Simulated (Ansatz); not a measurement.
CH3Si (SMILES C[Si]) moved off its minimum; all values from Ansatz (a quantum-chemistry and plane-wave program), cores frozen in correlated methods. Open shells are unrestricted.
(charge 0, multiplicity 2)
```xyz
5

C     -1.0758     0.1280     0.0485
Si     0.7734    -0.0228    -0.1116
H     -1.4608    -0.4595    -0.9235
H     -1.4188     1.0721    -0.1471
H     -1.6573    -0.5010     0.9179
```

### Question
Give the forces (eV/Å), the total energy and the dipole at MP2/aug-cc-pV(T+d)Z.

### Answer

```
atom      Fx      Fy      Fz
----  ------  ------  ------
C1    -1.619  -5.176   0.258
Si2    0.418  -0.206  -0.010
H3     0.994   0.907   1.652
H4    -1.243   2.521   0.083
H5     1.450   1.954  -1.983
```
Energy -328.7449 hartree, dipole 1.27 D.
